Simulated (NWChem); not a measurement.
System meant: SiNH$_{5}$O; SMILES N[SiH2]O

The following NWChem deck was run.

```
start job
memory heap 200 mb stack 900 mb global 1100 mb
geometry units angstroms noautosym nocenter noautoz
  Si    -0.469113     0.031487    -0.000660
  N      0.411711    -1.439525     0.004138
  O      0.541997     1.362221     0.006839
  H     -1.334949     0.083329     1.218264
  H     -1.310345     0.017823    -1.235100
  H      0.822933    -1.778107    -0.858144
  H      0.987138    -1.689388     0.800595
  H      0.144439     2.207923     0.233372
end
basis spherical
  * library def2-svp
end
dft
  xc m06-l
  iterations 150
end
property
  shielding
end
task dft property
```

End of the output:

```
 Vector   20  Occ=0.000000D+00  E= 9.420753D-02
              MO Center= -6.8D-01, -3.6D-01, -1.9D-02, r^2= 4.8D+00
   Bfn.  Coefficient  Atom+Function         Bfn.  Coefficient  Atom+Function
  ----- ------------  ---------------      ----- ------------  ---------------
    53      1.379693  5 H  s                  4     -1.117695  1 Si s
    11      1.039627  1 Si px                48      0.835475  4 H  s
    63     -0.717263  7 H  s                 21      0.521133  2 N  s
     3     -0.492662  1 Si s                 13      0.374074  1 Si pz
     8      0.214645  1 Si px                 2     -0.213572  1 Si s

 center of mass
 --------------
 x =   0.01840964 y =   0.04031291 z =   0.00926960

 moments of inertia (a.u.)
 ------------------
         264.817367014699          -0.407731940603          -0.712618047727
          -0.407731940603          81.816248130717          -2.973131982200
          -0.712618047727          -2.973131982200         314.667565240469

     Multipole analysis of the density
     ---------------------------------

     L   x y z        total         alpha         beta         nuclear
     -   - - -        -----         -----         ----         -------
     0   0 0 0     -0.000000    -17.000000    -17.000000     34.000000

     1   1 0 0      0.128026      0.102198      0.102198     -0.076369
     1   0 1 0      0.084892     -0.055339     -0.055339      0.195570
     1   0 0 1      0.110063     -0.165523     -0.165523      0.441109

     2   2 0 0    -20.220021    -31.159973    -31.159973     42.099925
     2   1 1 0     -3.360891      0.811300      0.811300     -4.983491
     2   1 0 1      0.164654     -0.195879     -0.195879      0.556413
     2   0 2 0    -16.426157    -80.103167    -80.103167    143.780176
     2   0 1 1      0.950869     -0.954185     -0.954185      2.859240
     2   0 0 2    -19.067061    -17.464803    -17.464803     15.862544

          -----------------------------------------
          Chemical Shielding Tensors (GIAO, in ppm)
          -----------------------------------------

 ------------------------------------------------------------------------
  xm06: d2 not coded                    0
 ------------------------------------------------------------------------
 ------------------------------------------------------------------------
  current input line :
    23: task dft property
 ------------------------------------------------------------------------
 ------------------------------------------------------------------------
 This error has not yet been assigned to a category
 ------------------------------------------------------------------------
 For more information see the NWChem manual at https://nwchemgit.github.io

0: xm06: d2 not coded:Received an Error in Communication
```

Question: What is wrong, and how is it mended?

Answer: The run crashed. Cause: this functional's second derivatives, which shieldings need, aren't coded here; the fix takes a hybrid GGA instead. This input runs:
```
start job
memory heap 200 mb stack 900 mb global 1100 mb
geometry units angstroms noautosym nocenter noautoz
  Si    -0.469113     0.031487    -0.000660
  N      0.411711    -1.439525     0.004138
  O      0.541997     1.362221     0.006839
  H     -1.334949     0.083329     1.218264
  H     -1.310345     0.017823    -1.235100
  H      0.822933    -1.778107    -0.858144
  H      0.987138    -1.689388     0.800595
  H      0.144439     2.207923     0.233372
end
basis spherical
  * library def2-svp
end
dft
  xc pbe0
  iterations 150
end
property
  shielding
end
task dft property
```
It converges to -422.07417 Ha (PBE0/def2-SVP, GIAO).
